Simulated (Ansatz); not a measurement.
C4H12N (SMILES C[N+](C)(C)C), charge +1, singlet, at a GFN2-xTB geometry; B3LYP/STO-3G run with Ansatz (an electronic-structure program).

Here is a job for Ansatz.
Ansatz 0.2 input:
```yaml
crystal:
  periodic: [false, false, false]
  atoms:
    - {symbol: C, position_ang: [-0.25342698, -0.62284191, -1.31180330]}
    - {symbol: N, position_ang: [0.00000000, 0.00000000, 0.00000000]}
    - {symbol: C, position_ang: [0.06935110, 1.46414215, -0.15640771]}
    - {symbol: C, position_ang: [-1.09357093, -0.34391601, 0.92671979]}
    - {symbol: C, position_ang: [1.27764681, -0.49738422, 0.54149121]}
    - {symbol: H, position_ang: [-1.19490808, -0.26461226, -1.72465318]}
    - {symbol: H, position_ang: [-0.30728344, -1.70556675, -1.21197051]}
    - {symbol: H, position_ang: [0.54700929, -0.37735136, -2.00764548]}
    - {symbol: H, position_ang: [0.25631726, 1.93850254, 0.80545821]}
    - {symbol: H, position_ang: [-0.86842299, 1.84634022, -0.55598820]}
    - {symbol: H, position_ang: [0.87349438, 1.73360112, -0.83898050]}
    - {symbol: H, position_ang: [-2.04470084, 0.01751703, 0.53957871]}
    - {symbol: H, position_ang: [-1.15707621, -1.42343746, 1.05226138]}
    - {symbol: H, position_ang: [-0.91996060, 0.10967935, 1.90102512]}
    - {symbol: H, position_ang: [1.24137430, -1.57866821, 0.66260856]}
    - {symbol: H, position_ang: [2.09566703, -0.25045282, -0.13306641]}
    - {symbol: H, position_ang: [1.47848991, -0.04555140, 1.51137230]}
basis:
  gaussian:
    orbitals: STO-3G
hamiltonian:
  xc: b3lyp
total_charge: 1
accuracy: high
```

Question: Predict the main parts of the log of this Ansatz run.

Answer: 
```
Functional definition: B3LYP
857 factors; integrals over basis functions are off by at most 3.5e-9 eV
mean field evaluation 1: about -5758.1591 eV, gradient 6.9e0 eV
mean field evaluation 2: about -5758.2037 eV, gradient 5.8e0 eV
mean field evaluation 4: about -5758.2900 eV, gradient 3.4e-1 eV
mean field evaluation 8: about -5758.2256 eV, gradient 5.9e-4 eV
mean field -5758.22561518 eV, -211.6108882924 hartree, gradient 5.4e-8 eV, S^2 0.000000; 0 other end points of the search recorded, 0 dependent functions left out
reference -5758.22565425 eV, -211.6108897282 hartree; 21, 21 occupied and 16, 16 virtual orbitals, 857 factors
Total energy: -5758.22565425 eV, -211.6108897282 hartree
```
